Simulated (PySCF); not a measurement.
Mo(NMe)(F)3(OH) (CH₄F₃MoNO), SMILES [OH][Mo]([F])([F])([F])=[N]C, multiplicity 1. Atoms are numbered in the order given.

```xyz
11

Mo    -0.0408     0.1952     0.1762
N      0.3424    -0.9721    -0.9820
C      0.5499    -2.0214    -1.9159
H      1.6290    -2.2151    -2.0372
H      0.0610    -2.9427    -1.5573
H      0.1204    -1.7467    -2.8943
F      0.9554    -0.3796     1.6586
F     -1.3459     1.2022    -0.7221
F     -1.5059    -0.4722     1.1465
O      1.1753     1.5977    -0.0695
H      1.8704     1.7029    -0.7326
```
Charge 0, spin multiplicity 1.

The structure is a stationary point at B3LYP-D3(BJ)/def2-SVP. The multiplicity is an assumed one; other spin states were not compared. The def2 effective core potentials stand for the cores of Mo; spin–orbit coupling is left out. Other conformers were not sampled.

Vertical ionisation energy (IE) and electron affinity (EA) in eV. Rows of orbital energies are one-electron estimates. Where ΔSCF, EOM or ADC give a negative EA the extra electron is unbound and the value depends on the basis.

```csv
level,IE,EA
"−ε(HOMO), −ε(LUMO), PBE0/def2-TZVP (PySCF)",9.15,3.34
"−ε(HOMO), −ε(LUMO), PBE/def2-TZVP (PySCF)",7.57,4.01
```
